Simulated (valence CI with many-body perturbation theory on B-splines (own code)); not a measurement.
# Re LXVIII: what each term of the Hamiltonian does

Computed by configuration interaction combined with many-body perturbation theory (CI+MBPT): six valence electrons over a frozen Dirac-Fock core [He], a basis of 9 s, 9 p, 8 d, 6 f, 3 g, 1 h functions for each j, with the one-electron correlation potential Σ1, the two-electron term Σ2, the three-electron term Σ3, Breit, model QED; selected CI, second order for the rest, scaled by the run's own slope (own B-spline code, finite nucleus).

The last digits are not significant, and no measured levels were compared; by estimate large intervals hold to a few tenths of a per cent, small ones and those within an open d or f shell to about a per cent. Among the levels kept, up to 2100 cm⁻¹ of a level comes from second order outside the variational space, and about a tenth of that is noise between levels of different J, which matters for small intervals.

Each rung adds one term. CI alone is the Dirac-Coulomb CI over the frozen core; QED comes last and gives the full result, which names the levels. Energies are above (2s^2 2p1/2^2 2p3/2^2) J=2 on the same rung, in Ry.

Levels are named by their leading jj configuration (3d3/2^4 stands for four electrons in 3d with j = 3/2), which in mixed levels can hold well under half, so a name can repeat and another be missing.

| Level | CI alone | Σ1 | Σ2 | Σ3 | Breit | QED | Full |
| --- | --- | --- | --- | --- | --- | --- | --- |
| (2s^2 2p1/2^2 2p3/2^2) J=0 | 3.91 | 0.000 | +0.020 | -0.004 | +0.644 | -0.002 | 4.57 |
| (2s^2 2p1/2 2p3/2^3) J=1 | 110.35 | +0.017 | +0.006 | -0.005 | -1.082 | +0.139 | 109.43 |
| (2s^2 2p1/2 2p3/2^3) J=2 | 112.34 | +0.017 | +0.008 | -0.007 | -1.690 | +0.139 | 110.81 |
| (2s 2p1/2^2 2p3/2^3) J=2 | 141.48 | -0.009 | -0.027 | -0.018 | -0.194 | -1.238 | 139.99 |
| (2s 2p1/2^2 2p3/2^3) J=1 | 147.59 | -0.009 | -0.036 | -0.029 | +0.021 | -1.242 | 146.29 |
| (2s^2 2p3/2^4) J=0 | 224.23 | +0.033 | +0.027 | -0.013 | -2.370 | +0.265 | 222.17 |
| (2s 2p1/2 2p3/2^4) J=0 | 252.70 | +0.008 | -0.003 | -0.022 | -1.268 | -1.104 | 250.32 |
| (2s 2p1/2 2p3/2^4) J=1 | 255.91 | +0.008 | -0.020 | -0.027 | -1.608 | -1.104 | 253.16 |
| (2p1/2^2 2p3/2^4) J=0 | 291.76 | -0.018 | -0.056 | -0.045 | -0.031 | -2.469 | 289.14 |
| (2s^2 2p1/2^2 2p3/2 3s) J=2 | 653.51 | +0.019 | +0.016 | -0.016 | -0.813 | +0.226 | 652.94 |
| (2s^2 2p1/2^2 2p3/2 3s) J=1 | 654.15 | +0.019 | +0.014 | -0.016 | -0.775 | +0.226 | 653.62 |
| (2s^2 2p1/2^2 2p3/2 3p1/2) J=1 | 662.57 | +0.013 | +0.010 | -0.016 | -0.301 | -0.170 | 662.11 |
| (2s^2 2p1/2^2 2p3/2 3p1/2) J=2 | 662.84 | +0.013 | +0.010 | -0.016 | -0.471 | -0.171 | 662.21 |
| (2s^2 2p1/2^2 2p3/2 3p3/2) J=3 | 694.46 | +0.017 | +0.009 | -0.016 | -0.927 | -0.129 | 693.42 |
| (2s^2 2p1/2^2 2p3/2 3p3/2) J=1 | 694.44 | +0.017 | +0.009 | -0.016 | -0.867 | -0.129 | 693.46 |
| (2s^2 2p1/2^2 2p3/2 3p3/2) J=2 | 696.57 | +0.017 | +0.004 | -0.016 | -0.829 | -0.129 | 695.62 |
| (2s^2 2p1/2^2 2p3/2 3p3/2) J=0 | 698.29 | +0.017 | +0.020 | -0.016 | -0.583 | -0.129 | 697.60 |
| (2s^2 2p1/2^2 2p3/2 3d3/2) J=2 | 703.48 | +0.020 | +0.017 | -0.016 | -0.848 | -0.185 | 702.46 |
| (2s^2 2p1/2^2 2p3/2 3d3/2) J=3 | 704.25 | +0.020 | +0.019 | -0.016 | -1.023 | -0.184 | 703.07 |

The middle columns are the shifts that each term adds.

How does the ionisation energy move along the ladder, and which term matters most?

CI alone 16801, + Σ1 16801, + Σ2 16802, + Σ3 16802, + Breit 16785, + QED 16782 eV. The largest step is Breit, -17 eV. NIST lists 16780 ± 40 eV (theoretical).
